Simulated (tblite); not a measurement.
Compound: C₅H₁₃OPSi₂.
Z-matrix (Å and degrees, GFN2-xTB geometry), rows numbered from 1:
```
O 
C   1  1.2070
C   2  1.4670  1  124.94
Si  3  1.9411  2  105.73  1   -83.67
C   4  1.9097  3  107.39  2   169.66
C   5  1.5296  4  115.98  3   -64.35
C   6  1.5299  5  113.64  4   -66.38
Si  7  1.9110  6  115.50  5    71.28
P   4  2.2303  3  114.26  2    48.07
H   2  1.1082  1  120.34  3  -175.51
H   3  1.0856  2  111.99  1   156.46
H   3  1.0883  2  110.36  1    32.81
H   4  1.4740  3  106.43  2   -73.30
H   5  1.0908  4  109.17  3    58.70
H   5  1.0904  4  107.59  3   173.72
H   6  1.0929  5  109.90  4    56.84
H   6  1.0951  5  108.14  4   173.09
H   7  1.0920  6  108.72  5   -51.73
H   7  1.0910  6  108.30  5  -166.94
H   8  1.4690  7  108.88  6    56.87
H   8  1.4668  7  109.95  6   176.61
H   9  1.3758  4   97.16  3   -26.25
```

Method: GFN2-xTB as coded in tblite; computed harmonic values from a numerical Hessian at the method's own geometry, unscaled. Errors from tens to a few hundred cm⁻¹ against measured bands are possible. Modes of hydrogen on phosphorus and silicon can be 10 to 20 % off. One conformer, not necessarily the lowest.

Harmonic wavenumbers (cm⁻¹): 30.3, 66.6, 89.1, 105.7, 140.8, 151.0, 193.2, 214.5, 254.2, 295.9, 399.0, 442.7, 466.9, 484.4, 507.2, 547.2, 599.5, 611.3, 636.5, 639.4, 653.7, 693.7, 709.0, 740.4, 761.7, 779.4, 799.5, 825.8, 915.5, 948.5, 982.1, 1031.0, 1059.6, 1119.8, 1123.6, 1144.7, 1172.1, 1225.2, 1293.9, 1306.0, 1347.4, 1386.2, 1437.3, 1469.8, 1479.2, 1508.1, 1736.2, 2169.5, 2197.1, 2221.0, 2387.2, 2751.1, 2930.6, 2961.8, 2968.2, 2976.8, 2985.1, 2991.0, 3002.4, 3028.3.

A = 1291, B = 808.6, C = 662.8 MHz; mass 176.024 u (most abundant isotopes); point group C1, symmetry number 1.

Question: What is the zero-point energy?

Answer: Half the sum of the wavenumbers: 36047 cm⁻¹ = 431.22 kJ/mol.

Question: Give the ideal-gas entropy at 200 K and 1 bar in the rigid-rotor, harmonic-oscillator model (classical rotation).

Answer: Translation 165.04, rotation 122.71, vibration 106.91: S = 394.7 J/(mol K).

Question: And Cp and H(200 K) − H(0)?

Answer: Cp = 147.40 J/(mol K), of which vibrations give 114.14 (their classical limit is 60 R = 498.9); H(200 K) − H(0) = 18.10 kJ/mol without the zero-point energy, 11.45 from vibrations.

Question: Which modes carry the vibrational entropy at 200 K?

Answer: 30.3 cm⁻¹: 21.00; 66.6 cm⁻¹: 14.51; 89.1 cm⁻¹: 12.15; 105.7 cm⁻¹: 10.79; 140.8 cm⁻¹: 8.55; 151.0 cm⁻¹: 8.02 J/(mol K); the other 54 give 31.88 together.

Question: Blend soft modes into free rotors: weight 1/[1 + (100 cm⁻¹/ν̃)⁴] for the oscillator and the rest for a rotor with moment μB/(μ + B), μ = h/(8π²ν), B = 10⁻⁴⁴ kg m². What vibrational entropy results?

Answer: 98.34 J/(mol K) in place of 106.91, which changes −T·S at 200 K by +1.71 kJ/mol.

Hindered rotation and anharmonicity are outside this model. Other conformers, if any are populated, would add a mixing term that is left out. The structure is chiral; the term R ln 2 for an equal mix with its mirror image is left out.
